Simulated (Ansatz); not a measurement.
`CC(C)(C)O[Si](Cl)(Cl)OC(C)(C)C`, relaxed with RKS PBE0-D4/def2-TZVP in Ansatz from a PBE-D4/def2-SVP geometry. The force threshold is 0.005 eV/Å; the program also tests the step.

Total charge 0; spin multiplicity 1.

Start:

```xyz
31

C    -1.674   -3.381    1.038
C    -1.115   -1.965    0.873
C     0.118   -1.755    1.761
C    -2.189   -0.907    1.153
O    -0.748   -1.871   -0.533
Si    0.243   -0.829   -1.324
Cl   -0.359   -0.866   -3.299
Cl    2.214   -1.507   -1.295
O     0.130    0.675   -0.661
C     0.894    1.907   -0.787
C     2.044    1.857    0.227
C    -0.096    3.024   -0.444
C     1.425    2.069   -2.217
H    -0.895   -4.133    0.804
H    -2.526   -3.539    0.348
H    -2.024   -3.545    2.077
H    -0.146   -1.898    2.828
H     0.917   -2.476    1.500
H     0.518   -0.728    1.644
H    -2.536   -0.968    2.204
H    -3.061   -1.061    0.487
H    -1.784    0.107    0.970
H     2.725    1.012    0.004
H     1.648    1.726    1.254
H     2.631    2.797    0.199
H    -0.942    3.022   -1.159
H     0.399    4.014   -0.485
H    -0.503    2.877    0.576
H     2.140    1.261   -2.471
H     0.595    2.044   -2.950
H     1.955    3.036   -2.321
```

```csv
step,energy (eV),largest force (eV/Å),largest move (Å)
1,-45593.3792,0.817,0.000
2,-45593.5315,0.625,0.047
3,-45593.5548,0.213,0.024
4 (rejected),-45593.5345,0.477,0.067
5,-45593.5585,0.033,0.034
6,-45593.5589,0.020,0.011
7,-45593.5591,0.011,0.014
8,-45593.5592,0.014,0.015
9,-45593.5593,0.009,0.016
10,-45593.5593,0.008,0.015
11,-45593.5593,0.005,0.007
12,-45593.5594,0.004,0.008
13,-45593.5594,0.003,0.005
```

End:

```xyz
31

C    -1.674   -3.347    1.002
C    -1.103   -1.947    0.873
C     0.132   -1.788    1.744
C    -2.150   -0.899    1.210
O    -0.757   -1.803   -0.517
Si    0.225   -0.809   -1.303
Cl   -0.376   -0.849   -3.250
Cl    2.154   -1.515   -1.277
O     0.149    0.668   -0.674
C     0.888    1.895   -0.797
C     1.998    1.878    0.241
C    -0.111    2.999   -0.503
C     1.453    2.045   -2.199
H    -0.922   -4.090    0.729
H    -2.533   -3.466    0.340
H    -1.995   -3.536    2.028
H    -0.129   -1.944    2.792
H     0.897   -2.516    1.467
H     0.553   -0.785    1.647
H    -2.480   -1.012    2.245
H    -3.017   -1.008    0.556
H    -1.742    0.105    1.081
H     2.698    1.064    0.046
H     1.579    1.746    1.240
H     2.549    2.820    0.221
H    -0.923    2.980   -1.231
H     0.375    3.976   -0.548
H    -0.537    2.870    0.494
H     2.160    1.244   -2.429
H     0.655    2.029   -2.943
H     1.983    2.996   -2.284
```

Hardware: 11 threads of an AMD EPYC 7R13 on a shared host and a whole NVIDIA H100 80 GB. Wall time 53 s, peak host memory 1.5 GiB.
